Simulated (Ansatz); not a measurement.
What each rung costs, and what it gives

Saddle point of SnH5ClO, closed shell (SnH₄O ([OH][SnH3]) + HCl → SnH₃Cl ([Cl][SnH3]) + H₂O; bonds formed: Sn1–Cl7, O2–H6; bonds broken: Sn1–O2, H6–Cl7), PBE0-D4/def2-TZVP structure:

```
8
angstrom
Sn -0.7238 -0.2004 -0.6268
O 0.4054 -0.3759 1.1232
H 0.0643 -1.1490 -1.7744
H -1.0592 1.4280 -0.9306
H -2.1056 -0.9878 0.0145
H 1.2899 0.2366 0.7013
Cl 2.0918 1.0291 -0.4277
H 0.0371 0.0193 1.9205
```

Barriers are electronic and count from the start structure reached by relaxing down the imaginary mode.

Computed with Ansatz 0.2.0 (basis: as named in each row); correlated methods freeze the cores. Filled d shells of the heavier atoms are correlated. Core potentials replace the inner electrons of the atoms past krypton. The def2 sets are not built for correlating such inner shells, so the correlated values are less sure here. B3LYP uses VWN-RPA correlation. Extrapolation: Hartree–Fock as exp(−7.88 √X), correlation as X^−2.97.

Times are rough, for one single point on 4 threads of a shared host (AMD EPYC).

The estimate by CCSD(T) at an estimated basis limit (MP2 extrapolated from triple and quadruple zeta, plus CCSD(T) − MP2 in triple zeta) is 0.205 eV.

| method | basis | time (s) | barrier (eV) | method less estimate |
| --- | --- | --- | --- | --- |
| SPW92 | def2-SVP | 1 | -0.136 | -0.341 |
| PBE-D4 | def2-SVP | 2 | 0.038 | -0.167 |
| PBE0-D4 | def2-SVP | 3 | 0.082 | -0.123 |
| SPW92 | def2-TZVPP | 3 | -0.057 | -0.262 |
| PBE-D4 | def2-TZVPP | 4 | 0.105 | -0.099 |
| BLYP-D4 | def2-TZVPP | 5 | 0.192 | -0.012 |
| B3LYP-D4 | def2-TZVPP | 6 | 0.210 | 0.005 |
| PBE0-D4 | def2-TZVPP | 6 | 0.140 | -0.065 |
| BHLYP-D4 | def2-TZVPP | 6 | 0.243 | 0.039 |
| CAM-B3LYP-D4 | def2-TZVPP | 7 | 0.230 | 0.025 |
| wB97M-V | def2-SVP | 8 | 0.113 | -0.092 |
| r2SCAN-D4 | def2-TZVPP | 8 | 0.106 | -0.099 |
| CCSD(T) | def2-SVP | 8 | 0.326 | 0.121 |
| r2SCAN0-D4 | def2-TZVPP | 8 | 0.132 | -0.073 |
| B2PLYP | def2-TZVPP | 11 | 0.254 | 0.050 |
| PBE-QIDH | def2-TZVPP | 11 | 0.193 | -0.012 |
| RPA on PBE | def2-TZVPP | 11 | 0.325 | 0.120 |
| B97M-V | def2-TZVPP | 12 | 0.205 | 0.000 |
| wB97X-V | def2-TZVPP | 14 | 0.217 | 0.012 |
| wB97M-V | def2-TZVPP | 15 | 0.182 | -0.023 |
| MP2 | def2-QZVPP | 27 | 0.195 | -0.010 |
| CCSD(T) | def2-TZVPP | 120 | 0.286 | 0.081 |

All methods are single points on the PBE0-D4 structures; a negative value means that the method puts the saddle structure below the start.

The T1 diagnostic stays at or below 0.013.

Hydrogen chloride, the by-product of chloride precursors, can attack films and sites by steps of this kind.

Labels in which every atom is bracketed show which atoms are joined, not bond orders.
